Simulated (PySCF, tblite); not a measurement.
Isomers of [C5H8O2S]+ (charge +1 and doublet state), one GFN2-xTB conformer each. Single-point energies are computed at B3LYP/pcH-1 (PySCF, gas phase, no added dispersion term), electronic only. GFN2-xTB treats the open shell by occupation alone, and not every SCF solution was tested for stability.

```csv
SMILES,GFN2-xTB relative energy (kcal/mol)
CO[C@H]1[S+]CCC1=O,0.0
C[C+]1[CH]S(=O)(=O)CC1,29.5
```

Conformers: `[CH3:1][O:2][C@H:3]1[S+:4][CH2:5][CH2:6][C:7]1=[O:8]` (charge +1 and doublet state) with C1–O2–C3–S4 156°, O2–C3–S4–C5 130°, C3–S4–C5–C6 12°, S4–C5–C6–C7 -29°, C5–C6–C7–O8 -148°; `[CH3:1][C+:2]1[CH:3][S:4](=[O:5])(=[O:6])[CH2:7][CH2:8]1` (charge +1 and doublet state) with C1–C2–C3–S4 -171°, C2–C3–S4–O5 87°, C3–S4–C7–C8 33°, S4–C7–C8–C2 -37°.

What does B3LYP/pcH-1 give for the same structures?

| SMILES | B3LYP/pcH-1 E (Eh) | B3LYP/pcH-1 (kcal/mol) | GFN2-xTB (kcal/mol) | point group |
| --- | --- | --- | --- | --- |
| CO[C@H]1[S+]CCC1=O | -743.67664 | 0.0 | 0.0 | C1 |
| C[C+]1[CH]S(=O)(=O)CC1 | -743.56857 | 67.8 | 29.5 | C1 |

Both levels put the same isomer lowest. 

What happens when harmonic zero-point energies from GFN2-xTB frequencies are added?

```json
{"SMILES": "CO[C@H]1[S+]CCC1=O", "ZPE (kcal/mol)": "75.6", "electronic (kcal/mol)": "0.0", "with ZPE (kcal/mol)": "0.0"}
{"SMILES": "C[C+]1[CH]S(=O)(=O)CC1", "ZPE (kcal/mol)": "74.8", "electronic (kcal/mol)": "67.8", "with ZPE (kcal/mol)": "67.0"}
```

The zero-point energies span 0.8 kcal/mol. The order is unchanged.
